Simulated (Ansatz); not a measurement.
```xyz
6

C    -0.131   -0.422    0.682
Al    0.473    0.410   -0.934
Se   -1.527    0.914   -0.056
H    -0.554   -1.422    0.706
H     0.200   -0.103    1.667
H     1.540    0.624   -2.065
```

Total charge 0; spin multiplicity 1.

Problem. List the ωB97M-V/def2-TZVPP orbital energies in eV (Ansatz 0.2.0). (Estimate.)

Solution. Computed: Occupied: -12367.46, -1587.74, -1532.66, -1422.51, -1422.46, -1422.45, -281.70, -217.18, -160.14, -159.98, -159.91, -117.27, -76.92, -76.79, -76.71, -60.01, -59.99, -59.92, -59.80, -59.79, -23.01, -19.34, -14.23, -14.19, -12.40, -10.24, -9.05, -8.74. Lowest empty: 0.22, 0.93, 1.43, 2.56, 3.49, 4.00, 4.13, 5.64.
